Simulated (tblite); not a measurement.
Record of a relaxation.

Compound: C₇H₁₁GeN.
SMILES with atom numbers: `[CH3:1][C@@H:2]1[CH:3]=[CH:4][C@H:5]([C:6]#[N:7])[CH2:8][GeH2:9]1` (hydrogens: H10, H11, H12 on C1; H13 on C2; H14 on C3; H15 on C4; H16 on C5; H17, H18 on C8; H19, H20 on Ge9)

Computed with GFN2-xTB (tblite), gas phase: L-BFGS steps from a force-field or distance-geometry start until the largest atomic force falls under 0.01 eV/Å. 4 of its 98 geometries are shown.

Step 0: E = -689.7291 eV, largest atomic force 2.683 eV/Å
```
atom  x, y, z in Å  |  force x, y, z in eV/Å
C1      2.656    0.370    0.065   -0.065   0.659   0.123
C2      1.169    0.271    0.343    0.545  -0.919   1.322
C3      0.733   -1.157    0.249   -2.068  -0.591  -0.048
C4     -0.588   -1.461    0.298    1.647  -0.073   0.446
C5     -1.562   -0.341    0.494    0.175   0.060   0.585
C6     -2.856   -0.784    0.971    2.426   0.855  -0.764
N7     -3.859   -1.143    1.341   -1.984  -0.689   0.686
C8     -1.623    0.377   -0.851    0.199  -0.184  -0.781
Ge9     0.093    1.334   -0.854   -0.645   1.559  -0.734
H10     2.872   -0.189   -0.854    0.221   0.321   0.328
H11     3.167   -0.047    0.930    0.437  -0.020  -0.280
H12     2.913    1.447   -0.050    0.170  -0.780  -0.008
H13     0.969    0.575    1.421    0.214   0.016  -0.935
H14     1.431   -1.969    0.113    0.200   0.256  -0.037
H15    -0.936   -2.484    0.233   -0.042   0.168  -0.002
H16    -1.047    0.358    1.220   -1.093  -0.511  -0.103
H17    -2.489    1.041   -0.953    0.129  -0.453  -0.144
H18    -1.546   -0.401   -1.653   -0.715   0.688   0.402
H19    -0.178    2.731   -0.210    0.275  -0.434  -0.353
H20     0.677    1.484   -2.256   -0.027   0.073   0.296
```

Step 32: E = -690.2552 eV, largest atomic force 0.152 eV/Å
```
atom  x, y, z in Å  |  force x, y, z in eV/Å
C1      2.751    0.341    0.050   -0.051   0.002  -0.007
C2      1.248    0.273    0.300    0.028   0.002   0.031
C3      0.731   -1.129    0.313    0.050   0.039   0.042
C4     -0.552   -1.432    0.464    0.060  -0.016   0.007
C5     -1.613   -0.369    0.550    0.011  -0.043   0.023
C6     -2.908   -0.954    0.788   -0.149  -0.002   0.032
N7     -3.948   -1.403    0.954    0.094   0.004  -0.020
C8     -1.655    0.452   -0.755   -0.018  -0.012  -0.001
Ge9     0.093    1.361   -0.935    0.061  -0.025   0.002
H10     3.000   -0.069   -0.929   -0.035   0.031   0.032
H11     3.290   -0.231    0.808   -0.042   0.060  -0.057
H12     3.094    1.376    0.087   -0.007  -0.072  -0.013
H13     1.046    0.714    1.288    0.011  -0.038   0.012
H14     1.467   -1.915    0.209   -0.052  -0.006   0.004
H15    -0.886   -2.459    0.503    0.009   0.003  -0.045
H16    -1.394    0.312    1.386   -0.005  -0.006   0.013
H17    -2.479    1.164   -0.720   -0.019   0.009   0.001
H18    -1.841   -0.222   -1.592   -0.002  -0.001  -0.020
H19    -0.015    2.769   -0.413    0.036   0.078  -0.033
H20     0.566    1.432   -2.360    0.020  -0.008  -0.005
```

Step 65: E = -690.2691 eV, largest atomic force 0.022 eV/Å
```
atom  x, y, z in Å  |  force x, y, z in eV/Å
C1      2.737    0.354    0.035   -0.002   0.000   0.001
C2      1.247    0.289    0.345    0.001   0.002   0.001
C3      0.731   -1.113    0.348    0.003   0.002  -0.010
C4     -0.552   -1.427    0.466    0.006  -0.003  -0.005
C5     -1.630   -0.378    0.560    0.002  -0.003   0.001
C6     -2.921   -0.992    0.752   -0.010  -0.010   0.002
N7     -3.946   -1.484    0.875    0.004   0.005   0.001
C8     -1.665    0.487   -0.718    0.008   0.005   0.004
Ge9     0.108    1.355   -0.917   -0.004  -0.009  -0.020
H10     2.933   -0.043   -0.959    0.005   0.000   0.003
H11     3.310   -0.226    0.758   -0.007   0.004   0.004
H12     3.088    1.384    0.064   -0.003  -0.003  -0.002
H13     1.075    0.719    1.341   -0.006   0.005   0.001
H14     1.465   -1.900    0.244   -0.003  -0.004   0.003
H15    -0.876   -2.458    0.468   -0.003  -0.003  -0.002
H16    -1.436    0.276    1.423    0.003   0.000   0.007
H17    -2.471    1.218   -0.647    0.001  -0.004   0.000
H18    -1.878   -0.154   -1.575    0.001   0.010   0.007
H19     0.066    2.813   -0.533    0.003   0.008   0.003
H20     0.610    1.291   -2.334    0.000  -0.002  -0.001
```

Step 97: E = -690.2706 eV, largest atomic force 0.008 eV/Å
```
atom  x, y, z in Å  |  force x, y, z in eV/Å
C1      2.737    0.368    0.067   -0.001  -0.001   0.001
C2      1.241    0.285    0.337   -0.003   0.007  -0.001
C3      0.734   -1.119    0.318    0.004   0.001   0.000
C4     -0.549   -1.435    0.437    0.001  -0.005   0.003
C5     -1.621   -0.385    0.566    0.003  -0.001   0.000
C6     -2.912   -0.997    0.760    0.006   0.004   0.003
N7     -3.939   -1.486    0.883   -0.006  -0.003   0.004
C8     -1.673    0.508   -0.693   -0.003  -0.002  -0.001
Ge9     0.112    1.339   -0.944   -0.005   0.003  -0.001
H10     2.971   -0.058   -0.907   -0.003   0.003  -0.002
H11     3.297   -0.178    0.827    0.002  -0.005   0.001
H12     3.070    1.404    0.072   -0.002  -0.002   0.006
H13     1.037    0.713    1.328   -0.001   0.003   0.002
H14     1.469   -1.902    0.194    0.002  -0.001  -0.004
H15    -0.874   -2.466    0.419   -0.003  -0.004   0.000
H16    -1.412    0.248    1.440   -0.002   0.000  -0.003
H17    -2.459    1.254   -0.581    0.003   0.005   0.001
H18    -1.930   -0.109   -1.554    0.001   0.001  -0.003
H19     0.108    2.810   -0.607    0.000  -0.003  -0.003
H20     0.587    1.216   -2.366    0.006   0.001  -0.004
```

Task: Summarise the path.

Result: The energy falls by 12.49 kcal/mol from step 0 to step 97; nine tenths of that is first reached at step 22. It falls at every step. The largest force goes from 2.683 to 0.008 eV/Å. Among the bonds C2–Ge9 changes most, from 1.929 to 2.006 Å; the atoms move by 0.290 Å rms after alignment.

Task: Follow the three bonds and two angles with the largest change from start to end.

Result: 
```csv
step,E above end (kcal/mol),largest force (eV/Å),C2–Ge9 (Å),Ge9–H19 (Å),C2–H13 (Å),C5–C8–Ge9 (°),H17–C8–H18 (°)
0,12.49,2.683,1.929,1.562,1.137,101.3,114.1
4,5.49,0.562,2.013,1.503,1.101,102.3,111.4
8,3.24,0.290,2.006,1.513,1.097,102.8,105.7
13,2.22,0.227,2.030,1.507,1.102,103.4,108.2
17,1.80,0.183,2.007,1.512,1.097,104.4,108.0
21,1.34,0.211,2.016,1.505,1.100,105.4,107.4
25,0.75,0.151,2.011,1.515,1.101,106.5,107.0
30,0.41,0.096,2.010,1.507,1.099,107.2,107.5
34,0.28,0.078,2.010,1.510,1.100,107.3,107.5
38,0.21,0.079,2.014,1.508,1.099,107.7,107.5
42,0.14,0.068,2.012,1.514,1.099,107.8,107.2
46,0.09,0.051,2.008,1.508,1.099,108.0,107.5
51,0.06,0.036,2.006,1.511,1.098,108.2,107.4
55,0.05,0.024,2.006,1.508,1.099,108.1,107.5
59,0.04,0.019,2.007,1.510,1.099,108.1,107.3
63,0.04,0.013,2.007,1.509,1.099,108.0,107.5
67,0.03,0.017,2.007,1.509,1.098,107.9,107.4
72,0.03,0.027,2.007,1.508,1.099,108.1,107.3
76,0.02,0.021,2.006,1.510,1.098,108.1,107.5
80,0.02,0.031,2.006,1.509,1.099,108.3,107.5
84,0.01,0.013,2.005,1.509,1.099,108.3,107.4
89,0.01,0.017,2.006,1.509,1.099,108.3,107.4
93,0.00,0.018,2.006,1.509,1.099,108.3,107.3
97,0.00,0.008,2.006,1.509,1.099,108.4,107.4
```

What follows is the cost of the whole relaxation. The run took 0.67 s on an Arm Neoverse V2 with one thread, shared host.
